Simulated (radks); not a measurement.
Values are calculated unless marked as measured or tabulated.
Q: Species: Zr1.625+. Configuration: [Ar] 3d10 4s2 4p(up 3, down 2.375) 4d2 5s1 (fractional occupations, a model configuration). Level of theory: scalar-relativistic Kohn-Sham, PBEsol, spin-polarised, spherical densities, point nucleus; open shells are filled with parallel spins first (spin-orbit coupling, left out, can overturn this in heavy ions) (a radial shooting solver on a logarithmic mesh with Libxc functionals). Some entries of the table are withheld. Estimate them.

orbital,occ.,eigenvalue (eV),<r^2> (bohr^2),r(max) (bohr)
1s up,1,-17829.65,0.001854,0.02415
1s down,1,-17829.54,0.001854,0.02415
2s up,1,-2484.329,0.03120,0.1370
2s down,1,-2484.068,0.03120,0.1370
2p up,3,-2217.649,0.02456,0.1095
2p down,3,-2217.406,0.02456,0.1095
3s up,1,-420.0679,0.2413,0.4084
3s down,1,-419.8219,0.2412,0.4084
3p up,3,-333.2135,0.2492,0.4023
3p down,3,-332.9404,0.2490,0.4024
3d up,5,-190.5514,0.2478,0.3471
3d down,5,-190.2041,0.2472,0.3472
4s up,1,(1),1.647,1.075
4s down,1,(2),1.631,1.071
4p up,3,-47.8184,2.090,1.174
4p down,2.375,-45.6830,2.064,1.168
4d up,2,-17.5813,4.448,1.529
5s up,1,-15.4931,(3),2.802
4d down,0,-15.1617,4.455,1.513

A: 
(1) 4s up eigenvalue (eV): -70.0637
(2) 4s down eigenvalue (eV): -68.1064
(3) 5s up <r^2> (bohr^2): 10.81
